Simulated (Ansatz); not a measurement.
This geometry of C2H7BOS (12 atoms, charge 0, multiplicity 1) is a first-order saddle point.

The calculation used RKS PBE/6-31G (Ansatz 0.2.0).

```xyz
12
Properties=species:S:1:pos:R:3
C -0.870 0.523 1.040
C 0.269 -0.321 0.446
S 1.815 0.862 0.290
B 0.018 -0.879 -1.019
O -0.502 -0.100 -2.036
H -0.590 0.961 2.012
H -1.162 1.354 0.371
H -1.760 -0.112 1.195
H 0.564 -1.110 1.155
H 2.687 -0.074 -0.257
H 0.271 -2.012 -1.337
H -0.662 0.853 -1.827
```

Task: Which two structures does it join? (They come from a converged band through this point; their orientation in space is the band's.)

Result: No bond is made or broken.

Image 0:

```xyz
12
Properties=species:S:1:pos:R:3
C -0.817 0.616 0.989
C 0.272 -0.307 0.433
S 1.924 0.736 0.346
B 0.130 -0.784 -1.070
O -0.788 -0.251 -1.958
H -0.569 0.987 1.998
H -0.973 1.503 0.346
H -1.773 0.065 1.059
H 0.476 -1.134 1.133
H 2.740 -0.301 -0.096
H 0.836 -1.644 -1.529
H -1.382 0.459 -1.616
```

Image 6:

```xyz
12
Properties=species:S:1:pos:R:3
C -0.860 0.441 1.191
C 0.243 -0.226 0.344
S 1.603 1.120 -0.023
B -0.335 -0.831 -1.007
O -0.031 -0.306 -2.240
H -0.461 0.822 2.145
H -1.330 1.282 0.652
H -1.651 -0.298 1.412
H 0.744 -1.001 0.953
H 2.659 0.234 -0.217
H -1.099 -1.762 -0.991
H 0.596 0.470 -2.184
```

Task: How far does it lie above each of them?

Result: 0.032 eV above the first and 0.135 eV above the second. This is the barrier of this one path; another mechanism may lie lower. Limits of this set-up: no polarisation functions.

Time of the run: 4.9 min on 1 thread of AMD EPYC (Zen 3), on a shared host, peak memory 0.13 GiB.
